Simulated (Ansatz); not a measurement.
Cost and result for the atomization energy of CH4FO2Si, SMILES `CO[Si](O)F` radical (9 atoms, 8 bonds).

Z-matrix (Å, degrees):
```
C
O 1 1.414
H 1 1.094 2 111.0
H 1 1.090 2 107.8 3 119.2
H 1 1.094 2 111.5 3 -121.6
Si 2 1.632 1 125.8 3 64.7
F 6 1.596 2 110.6 1 -60.1
O 6 1.632 2 108.4 1 -175.4
H 8 0.959 6 117.0 2 -47.0
```

Total charge 0; spin multiplicity 2. Geometry: relaxed with PBE0-D4/def2-TZVP. It is one conformer, not always the lowest. Program: Ansatz. All runs use 4 threads of a server CPU on a shared host. Times are those of one run each, without the atoms' runs, and a repeat can differ threefold. Electronic energies, without spin–orbit coupling; frozen cores. CCSD(T)/CBS adds CCSD(T) − MP2 in def2-TZVPP to the MP2 limit, and its time is that of the two runs behind it. T1 = 0.014; ⟨S²⟩ of the reference is 0.75. B3LYP takes the VWN-RPA correlation (the form of Gaussian; ORCA's B3LYP/G).

CCSD(T)/CBS is a level of theory with its own doubt, some kJ/mol a heavy atom from the limit and from the frozen cores, so smaller differences don't rank the functionals.

| level | functions | wall time |
| --- | --- | --- |
| PBE0-D4/def2-TZVPP | 222 | 3 s |
| B3LYP-D4/def2-TZVPP (with forces) | 222 | 3.7 s |
| BHLYP-D4/def2-TZVPP | 222 | 3.7 s |
| PBE-QIDH/def2-TZVPP | 222 | 4.4 s |
| r2SCAN-D4/def2-TZVPP (with forces) | 222 | 5 s |
| r2SCANh-D4/def2-TZVPP | 222 | 5.5 s |
| ωB97X-V/def2-TZVPP | 222 | 7 s |
| B97M-V/def2-TZVPP | 222 | 8 s |
| ωB97M-V/def2-TZVPP (with forces) | 222 | 9.5 s |
| CCSD(T)/def2-SVP | 94 | 10 s |
| MP2/def2-QZVPP | 418 | 16 s |
| CCSD(T)/def2-TZVPP | 222 | 9.5 min |
| CCSD(T)/CBS(def2) | – | 9.8 min |

(1) What atomization energy does each give, and how far from CCSD(T)/CBS? (Estimate.)

## Answers

(1) The calculation gave: 
```json
{"level": "PBE0-D4/def2-TZVPP", "atomization (kJ/mol)": "3533.0", "difference from CCSD(T)/CBS": "-37.6", "per bond": "-4.7"}
{"level": "B3LYP-D4/def2-TZVPP (with forces)", "atomization (kJ/mol)": "3543.9", "difference from CCSD(T)/CBS": "-26.7", "per bond": "-3.3"}
{"level": "BHLYP-D4/def2-TZVPP", "atomization (kJ/mol)": "3410.9", "difference from CCSD(T)/CBS": "-159.7", "per bond": "-20.0"}
{"level": "PBE-QIDH/def2-TZVPP", "atomization (kJ/mol)": "3517.5", "difference from CCSD(T)/CBS": "-53.1", "per bond": "-6.6"}
{"level": "r2SCAN-D4/def2-TZVPP (with forces)", "atomization (kJ/mol)": "3577.8", "difference from CCSD(T)/CBS": "7.2", "per bond": "0.9"}
{"level": "r2SCANh-D4/def2-TZVPP", "atomization (kJ/mol)": "3543.6", "difference from CCSD(T)/CBS": "-27.0", "per bond": "-3.4"}
{"level": "ωB97X-V/def2-TZVPP", "atomization (kJ/mol)": "3558.6", "difference from CCSD(T)/CBS": "-12.0", "per bond": "-1.5"}
{"level": "B97M-V/def2-TZVPP", "atomization (kJ/mol)": "3550.8", "difference from CCSD(T)/CBS": "-19.8", "per bond": "-2.5"}
{"level": "ωB97M-V/def2-TZVPP (with forces)", "atomization (kJ/mol)": "3558.4", "difference from CCSD(T)/CBS": "-12.2", "per bond": "-1.5"}
{"level": "CCSD(T)/def2-SVP", "atomization (kJ/mol)": "3277.7", "difference from CCSD(T)/CBS": "-292.9", "per bond": "-36.6"}
{"level": "MP2/def2-QZVPP", "atomization (kJ/mol)": "3639.7", "difference from CCSD(T)/CBS": "69.1", "per bond": "8.6"}
{"level": "CCSD(T)/def2-TZVPP", "atomization (kJ/mol)": "3460.7", "difference from CCSD(T)/CBS": "-109.9", "per bond": "-13.7"}
{"level": "CCSD(T)/CBS(def2)", "atomization (kJ/mol)": "3570.6", "difference from CCSD(T)/CBS": "0.0", "per bond": "0.0"}
```

Leaving LDA and LC-ωPBE aside and taking each functional with its dispersion term where it has one, the values, not all of them listed here, spread over 215.3 kJ/mol, from BHLYP-D4 to PBE-D4. LDA lies +507.1 kJ/mol from PBE without D4, its usual overbinding. The D4 term adds +25.7 kJ/mol with B3LYP and +13.3 kJ/mol with PBE0; it sums over pairs of atoms, weighted by their polarisabilities, and B3LYP, whose exchange is more repulsive, gets the larger term. At CCSD(T), def2-SVP lies −292.9 kJ/mol from the extrapolated value and def2-TZVPP −109.9 kJ/mol: correlation converges slowly with the basis, and small sets miss more of it in the bonded molecule than in its fragments.
